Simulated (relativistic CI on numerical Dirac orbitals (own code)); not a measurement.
# Magnetism of Tm⁴⁺, 4f11, in a crystal field

Calculated by Dirac-Coulomb-Breit CI, separate exchange-only KLI orbitals for each configuration, QED by a radiative potential, one configuration in a parametric crystal field, unscaled Slater integrals (own radial code). With so little scaling, terms lie 10 to 35 % too far apart, which can change the order of excited levels.

Field parameters in Wybourne normalisation; cubic f-shell fields have B⁴₄ = √(5/14) B⁴₀ and B⁶₄ = −√(7/2) B⁶₀. The field is a parameter set, without covalency.

S is read from ⟨S²⟩ = S(S + 1).

Powder χT (cm³ K mol⁻¹) by Van Vleck's formula, with temperature-independent terms:

```csv
Field,2 K,5 K,10 K,20 K,50 K,100 K,200 K,300 K
"C2v, B20 = 420, B22 = 410, B40 = -840, B42 = -690, B44 = -160, B60 = -140, B62 = 560, B64 = 800, B66 = -340 cm⁻¹",8.03,8.09,8.19,8.39,8.96,9.64,10.5,10.9
"C2v, B20 = -410, B22 = 200, B40 = 290, B42 = 370, B44 = -510, B60 = -1080, B62 = 330, B64 = -410, B66 = 500 cm⁻¹",5,5.24,5.62,6.39,8.27,9.71,10.7,11
"D3h, B20 = 990, B40 = -70, B60 = -520, B66 = -30 cm⁻¹",4.65,5.71,7.1,8.74,10.5,11.1,11.3,11.4
"D3h, B20 = 1570, B40 = 10, B60 = -590, B66 = 50 cm⁻¹",5.37,6.02,7.02,8.46,10.3,11,11.3,11.4
"D4h, B20 = 3320, B40 = -1810, B44 = 950, B60 = -620, B64 = 220 cm⁻¹",8.97,9.93,10.1,10.3,10.6,10.9,11.2,11.3
"Oh, B40 = -1290, B60 = -370 cm⁻¹",7.84,7.93,8.07,8.37,9.18,10.1,10.9,11.1
```

Task: For D3h, B20 = 1570, B40 = 10, B60 = -590, B66 = 50 cm⁻¹: what effective moment follows at 300 K?

Result: μ_eff = √(8χT) = 9.53 μB. The LS value g√(J(J + 1)) of the free ion's ⁴I°15/2 level is 9.58 μB.
